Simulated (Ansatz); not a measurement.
# How methods differ on GaF (SMILES [F][Ga])

The species is GaF (2 atoms), meant as a singlet with charge 0. As SMILES, `[F][Ga]`. The coordinates come from a PBE0-D4/def2-TZVP relaxation.

```xyz
2

F     0.0000    0.0000    0.0063
Ga    0.0000    0.0000    1.7929
```

Each level gives the energy change with the F1–Ga2 bond stretched from 1.787 to 2.699 Å (eV). The values are calculated.

| level | kind | program | value (eV) |
| --- | --- | --- | --- |
| HF/STO-3G (restricted) | Hartree–Fock | Ansatz | 5.36 |
| SVWN5/STO-3G (restricted) | LDA | Ansatz | 4.58 |
| BLYP/STO-3G (restricted) | GGA | Ansatz | 4.23 |
| r2SCAN/STO-3G (restricted) | meta-GGA | Ansatz | 4.52 |
| BHLYP/STO-3G (restricted) | global hybrid | Ansatz | 5.02 |
| CAM-B3LYP/STO-3G (restricted) | range-separated hybrid | Ansatz | 5.01 |
| MP2/STO-3G (restricted) | perturbation theory | Ansatz | 4.54 |

All-electron rows without a relativistic Hamiltonian named are non-relativistic. The first shape isn't each level's own minimum. The values span 4.23 to 5.36 eV. All rows use very small basis sets, so none should be taken for the real molecule's value. In the correlated wave-function rows the outer d shell of Ga is correlated, in sets not made for it.
